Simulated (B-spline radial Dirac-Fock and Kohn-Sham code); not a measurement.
## Re: photoemission with Ag Lα (2984.4 eV) photons

System: the free rhenium atom in the configuration [Xe] 4f14 5d5 6s2.

The run's input, task.json:

```json
{"items": [{
  "Z": 75,
  "q": 0,
  "cfg": [[1, 0, 2], [2, 0, 2], [2, 1, 6], [3, 0, 2], [3, 1, 6], [3, 2, 10], [4, 0, 2], [4, 1, 6], [4, 2, 10], [4, 3, 14], [5, 0, 2], [5, 1, 6], [5, 2, 5], [6, 0, 2]],
  "A": 187,
  "rrms": 5.3698,
  "do": ["binding", "quiet", "photo", "scan"],
  "hv": [21.22, 40.81, 60, 80, 100, 150, 200, 300, 400, 600, 800, 1000, 1253.6, 1486.9, 2000, 2984.4, 4000, 5414.7, 6000, 8047.8, 9251.7, 12000, 15000, 17479.3, 22162.9, 30000, 40000, 59318.2, 80000, 100000, 150000, 200000]
}]}
```

Launch: `python xray_run.py task.json out`

These are calculated numbers from a radial B-spline solver; the model is independent-particle photoionisation in a Dirac-Hartree-Slater potential with a Latter tail, all multipoles, thresholds from Dirac-Fock ΔSCF. The asymmetry parameter β is from the dipole term alone. Kinetic energies are from the vacuum level. Open shells are spread statistically over j, without multiplet splitting.

```
subshell  electrons  binding (eV)  kinetic (eV)  σ (kb)     β
      3s          2        2949.6         34.83    26.7  1.90
   3p1/2          2        2695.0         289.4    39.3  0.99
   3p3/2          4        2382.1         602.3    93.3  1.23
   3d3/2          4        1960.1        1024.3     142  1.01
   3d5/2          6        1893.5        1090.9       ?     ?
      4s          2         641.4        2343.0    8.98  1.93
   4p1/2          2         534.7        2449.7    11.1  1.68
   4p3/2          4         461.6        2522.8    23.1  1.71
   4d3/2          4         286.5        2697.9    21.8  1.38
   4d5/2          6         273.1        2711.3    30.3  1.35
   4f5/2          6         51.02        2933.4    6.10  1.01
   4f7/2          8         48.62        2935.8    7.64  0.99
      5s          2         96.64        2887.8    1.75  1.93
   5p1/2          2         61.96        2922.4    1.80  1.72
   5p3/2          4         51.04        2933.4    3.51  1.74
   5d3/2          2          9.11        2975.3   0.803  1.41
   5d5/2          3          8.26        2976.1    1.07  1.36
      6s          2          7.20        2977.2   0.183  1.93
```

Problem. What are σ and β for 3d5/2?

Solution. σ = 199 kb, the largest of all subshells and 32 % of the total, and β = 1.08.
